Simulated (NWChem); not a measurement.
Species: CH$_{5}$FOSi; SMILES C[SiH](O)F

Program: NWChem. All runs use the structure optimised with PBE0/def2-SVP. Level: PBE0/def2-SVP with SMD, gas-phase geometry; reactions with the solvents are ignored. One conformer.

```tsv
SMD term (kcal/mol)	water	n-hexane
distortion of the solute's density	0.97	0.09
polarisation	-8.53	-2.24
cavity, dispersion and structure	3.39	-0.61
```

Sum the solvation free energies, find the transfer free energy from water to n-hexane and the partition coefficient at 298.15 K.


1. ΔG(solv, water) = -4.17 kcal/mol and ΔG(solv, n-hexane) = -2.76 kcal/mol (1 M gas to 1 M solution).
2. Transfer: -2.76 − (-4.17) = 1.41 kcal/mol.
3. log₁₀ K(n-hexane/water) = −ΔG/(RT ln 10) = -1.41/1.364 = -1.0, so the model puts more of the solute in water.
4. Of the transfer energy, 5.41 kcal/mol is electrostatic and -4.00 comes from the non-electrostatic term. The two phases are taken as the pure solvents.
